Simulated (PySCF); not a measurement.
HCl3OTi, triplet, geometry from GFN2-xTB (such geometries of metal compounds can be far from the true shape) (the multiplicity is a formal guess); PySCF with DF-M062X/cc-pVDZ.

PySCF was given this input:
```python
from pyscf import gto, scf, dft

mol = gto.M(
    atom='''
Ti   -0.549749    0.097962   -0.121870
Cl    1.418425    1.262501   -0.232093
Cl    0.691495   -0.353109    1.748386
Cl   -0.311457   -1.580848   -1.403924
O    -1.956922    0.983892    0.084344
H    -2.824019    1.388478    0.096126
''',
    basis='cc-pvdz',
    charge=0,
    spin=2,
    verbose=4,
)

mf = dft.UKS(mol)
mf.xc = 'm062x'
mf.conv_tol = 1e-12
mf = mf.density_fit(auxbasis='def2-universal-jkfit')
mf.kernel()
```

What the program printed (banner, timings and long lists left out):

```
PySCF version 2.14.0

[INPUT] verbose = 4
[INPUT] num. atoms = 6
[INPUT] num. electrons = 82
[INPUT] charge = 0
[INPUT] spin (= nelec alpha-beta = 2S) = 2
[INPUT] symmetry False subgroup None
[INPUT] Mole.unit = angstrom
[INPUT] Symbol           X                Y                Z      unit          X                Y                Z       unit  Magmom
[INPUT]  1 Ti    -0.549749000000   0.097962000000  -0.121870000000 AA   -1.038875047254   0.185121350615  -0.230300922801 Bohr   0.0
[INPUT]  2 Cl     1.418425000000   1.262501000000  -0.232093000000 AA    2.680434778236   2.385781121990  -0.438592205429 Bohr   0.0
[INPUT]  3 Cl     0.691495000000  -0.353109000000   1.748386000000 AA    1.306736166506  -0.667279302119   3.303970700024 Bohr   0.0
[INPUT]  4 Cl    -0.311457000000  -1.580848000000  -1.403924000000 AA   -0.588568429579  -2.987369764566  -2.653031859704 Bohr   0.0
[INPUT]  5 O     -1.956922000000   0.983892000000   0.084344000000 AA   -3.698046627136   1.859286416151   0.159387060250 Bohr   0.0
[INPUT]  6 H     -2.824019000000   1.388478000000   0.096126000000 AA   -5.336622480568   2.623843149984   0.181651813450 Bohr   0.0

nuclear repulsion = 544.588357860135
number of shells = 30
number of NR pGTOs = 278
number of NR cGTOs = 116
basis = cc-pvdz
ecp = {}

******** <class 'pyscf.df.df_jk.DFUKS'> ********
method = DFUKS
initial guess = minao
damping factor = 0
level_shift factor = 0
DIIS = <class 'pyscf.scf.diis.CDIIS'>
diis_start_cycle = 1
diis_space = 8
diis_damp = 0
SCF conv_tol = 1e-12
SCF conv_tol_grad = None
SCF max_cycles = 50
direct_scf = False
number electrons alpha = 42  beta = 40
XC library pyscf.dft.libxc version 7.1.2
    S. Lehtola, C. Steigemann, M. J. T. Oliveira, and M. A. L. Marques,  SoftwareX 7, 1–5 (2018)
XC functionals = m062x
    Y. Zhao and D. G. Truhlar,  Theor. Chem. Acc. 120, 215 (2008)
    Y. Zhao and D. G. Truhlar,  Theor. Chem. Acc. 120, 215 (2008)
radial grids:
    Treutler-Ahlrichs [JCP 102, 346 (1995); DOI:10.1063/1.469408] (M4) radial grids

becke partition: Becke, JCP 88, 2547 (1988); DOI:10.1063/1.454033
pruning grids: <function nwchem_prune>
grids dens level: 3
symmetrized grids: False
atomic radii adjust function: <function treutler_atomic_radii_adjust>
small_rho_cutoff = 0
Set gradient conv threshold to 1e-06
tot grids = 101440
******** <class 'pyscf.df.df.DF'> ********
auxbasis = def2-universal-jkfit
init E= -2306.17601207776

cycle= 1 E= -2305.76917408937  delta_E= 0.407  |g|= 0.597  |ddm|= 3.56
cycle= 2 E= -2305.05543635509  delta_E= 0.714  |g|= 1.55  |ddm|= 5.23
cycle= 3 E= -2305.94389433019  delta_E= -0.888  |g|= 0.106  |ddm|= 3.77
cycle= 4 E= -2305.949125658  delta_E= -0.00523  |g|= 0.0611  |ddm|= 0.467
cycle= 5 E= -2305.95167267168  delta_E= -0.00255  |g|= 0.0194  |ddm|= 0.361
cycle= 6 E= -2305.95218408848  delta_E= -0.000511  |g|= 0.00871  |ddm|= 0.088
cycle= 7 E= -2305.95242703154  delta_E= -0.000243  |g|= 0.00496  |ddm|= 0.0628
cycle= 8 E= -2305.95255116343  delta_E= -0.000124  |g|= 0.00375  |ddm|= 0.0313
cycle= 9 E= -2305.95267555555  delta_E= -0.000124  |g|= 0.00233  |ddm|= 0.0418
cycle= 10 E= -2305.95274050309  delta_E= -6.49e-05  |g|= 0.000692  |ddm|= 0.046
cycle= 11 E= -2305.95274337297  delta_E= -2.87e-06  |g|= 0.000312  |ddm|= 0.0088
cycle= 12 E= -2305.95274378039  delta_E= -4.07e-07  |g|= 0.000202  |ddm|= 0.0025
cycle= 13 E= -2305.95274395763  delta_E= -1.77e-07  |g|= 0.000165  |ddm|= 0.00104
cycle= 14 E= -2305.95274411371  delta_E= -1.56e-07  |g|= 0.000146  |ddm|= 0.000979
cycle= 15 E= -2305.95274433862  delta_E= -2.25e-07  |g|= 0.000118  |ddm|= 0.00158
cycle= 16 E= -2305.95274457112  delta_E= -2.32e-07  |g|= 8.62e-05  |ddm|= 0.00205
cycle= 17 E= -2305.95274473237  delta_E= -1.61e-07  |g|= 5.7e-05  |ddm|= 0.00221
cycle= 18 E= -2305.95274478984  delta_E= -5.75e-08  |g|= 3.41e-05  |ddm|= 0.00153
cycle= 19 E= -2305.95274480189  delta_E= -1.21e-08  |g|= 2.49e-05  |ddm|= 0.000534
cycle= 20 E= -2305.95274480783  delta_E= -5.94e-09  |g|= 1.82e-05  |ddm|= 0.000328
cycle= 21 E= -2305.95274481164  delta_E= -3.82e-09  |g|= 1.16e-05  |ddm|= 0.000289
cycle= 22 E= -2305.95274481306  delta_E= -1.41e-09  |g|= 7.38e-06  |ddm|= 0.000194
cycle= 23 E= -2305.95274481343  delta_E= -3.71e-10  |g|= 4.18e-06  |ddm|= 0.000106
cycle= 24 E= -2305.95274481353  delta_E= -9.55e-11  |g|= 2.81e-06  |ddm|= 4.02e-05
cycle= 25 E= -2305.95274481357  delta_E= -4.18e-11  |g|= 2.13e-06  |ddm|= 2.92e-05
cycle= 26 E= -2305.95274481359  delta_E= -1.82e-11  |g|= 1.53e-06  |ddm|= 2.07e-05
cycle= 27 E= -2305.9527448136  delta_E= -1.32e-11  |g|= 1.16e-06  |ddm|= 1.02e-05
cycle= 28 E= -2305.9527448136  delta_E= -2.73e-12  |g|= 9.66e-07  |ddm|= 6.89e-06
cycle= 29 E= -2305.9527448136  delta_E= -2.27e-12  |g|= 7.87e-07  |ddm|= 7.91e-06
cycle= 30 E= -2305.95274481362  delta_E= -1.64e-11  |g|= 6.42e-07  |ddm|= 9.21e-06
cycle= 31 E= -2305.95274481362  delta_E= -1.82e-12  |g|= 5.19e-07  |ddm|= 9.01e-06
cycle= 32 E= -2305.95274481362  delta_E= -9.09e-13  |g|= 4.13e-07  |ddm|= 7.32e-06
Extra cycle  E= -2305.95274481362  delta_E= 2.27e-12  |g|= 3.73e-07  |ddm|= 1.82e-06
converged SCF energy = -2305.95274481362  <S^2> = 2.0067019  2S+1 = 3.0044646
```
